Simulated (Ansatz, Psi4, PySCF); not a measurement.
C₃H₁₀ClNSi₃ (SMILES Cl[SiH2]/C=C1\[SiH2]CN[SiH2]1), singlet, at a GFN2-xTB geometry. Base run: MP2/STO-3G in PySCF.

The PySCF input:
```python
from pyscf import gto, scf, mp

mol = gto.M(
    atom='''
Cl    2.639897    0.070628    1.261387
Si    2.450395    0.746931   -0.635021
C     0.690988    0.552272   -1.263458
C    -0.406076    0.128095   -0.630724
Si   -0.588097   -0.443303    1.160987
C    -2.480031   -0.734293    1.158101
N    -2.950939   -0.753824   -0.213309
Si   -2.100182    0.024994   -1.474645
H     2.838674    2.158531   -0.633218
H     3.369429   -0.032049   -1.466184
H     0.584500    0.839902   -2.307929
H     0.100549   -1.709876    1.425758
H    -0.269004    0.585257    2.156205
H    -2.734503   -1.685681    1.634371
H    -2.994682    0.044956    1.734887
H    -3.936374   -0.946850   -0.297338
H    -2.551144    1.381646   -1.838942
H    -2.128043   -0.836903   -2.660037
''',
    basis='sto-3g',
    charge=0,
    spin=0,
    verbose=4,
)

mf = scf.RHF(mol)
mf.kernel()

pt = mp.MP2(mf)
pt.kernel()
print('E(MP2) = %.10f' % pt.e_tot)
```

The same geometry, method and basis name were run in Ansatz (a quantum-chemistry and plane-wave program) and Psi4 and PySCF, at each program's defaults and at the settings that a row names. The base is PySCF at its defaults. Differences at the defaults can come from grids, fitting, cores and function types together.

```tsv
code and settings	ΔE vs base (mEh)	basis functions	E (Eh)	SCF cycles
PySCF, defaults (exact integrals, spherical functions, all electrons correlated)	0.000	66	-1483.60098	10
Psi4, defaults (density fitting with its default set, spherical functions, all electrons correlated)	-1.436	66	-1483.60241	11
Ansatz, defaults (factorised integrals, spherical functions, frozen core)	12.836	66	-1483.58814	-
PySCF, frozen core	12.789	66	-1483.58819	10
Psi4, exact integrals, spherical functions, frozen core	12.789	66	-1483.58819	11
Ansatz, high accuracy, frozen core	12.789	66	-1483.58819	-
```
